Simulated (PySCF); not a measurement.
Electron correlation in Si+ (silicon, charge +1)

[Ne] 3s2 3p1, 2P determinant. Computed with PySCF 2.14 in jorge-DZP-DKH (7s4p1d, 24 functions), with scalar relativity by spin-free X2C-1e. Frozen: [Ne]; 3 electrons correlated.

MP2 pair energies summed by pair of shells (mhartree):

```json
{"pair": "3s-3s", "energy": "-20.52", "share (%)": "58.0"}
{"pair": "3s-3p", "energy": "-14.83", "share (%)": "42.0"}
```

Total MP2 correlation energy: -35.35 mhartree.

Same-spin part -2.29 and opposite-spin part -33.06 mhartree; SCS-MP2 scales them by 1/3 and 6/5 to -40.43 mhartree.

```csv
level,correlation energy (mhartree)
CCSD,-53.48
(T),-0.67
CCSD(T),-54.15
```

Diagnostics: T1 = 0.012, D1 = 0.0274, largest double amplitude 0.108.

Cost of the coupled-cluster step: 0.18 s of wall time on 1 thread of Neoverse-N1 (shared host), for 3 correlated electrons.
